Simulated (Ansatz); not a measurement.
Cartesian coordinates (Å):
```xyz
7

C     -0.7421    -1.0556     0.3975
Si    -0.2754     0.5217    -0.0056
C      1.4265     0.8647    -0.5687
N      2.4951     1.1083    -0.9272
H     -1.7461    -1.2848     0.7340
H     -0.0533    -1.8889     0.3327
H     -1.1047     1.7346     0.0372
```
Charge +1, spin multiplicity 2.

Method: Ansatz (a program for electronic structure) with frozen-core CCSD(T)/def2-TZVPP // PBE0-D3(BJ)/def2-TZVP. The geometry is that of the parent before the electron was removed.

- HF energy: -420.57463 Ha
- MP2 correlation energy: -0.55099 Ha

Task: Estimate the CCSD correlation energy, the (T) correction, the total energy and the T1 diagnostic.

Result: 
The CCSD correlation energy comes out as -0.58684 Ha and the (T) correction is -0.02819 Ha. The CCSD(T) total energy is -421.18966 Ha and the T1 diagnostic is 0.030.
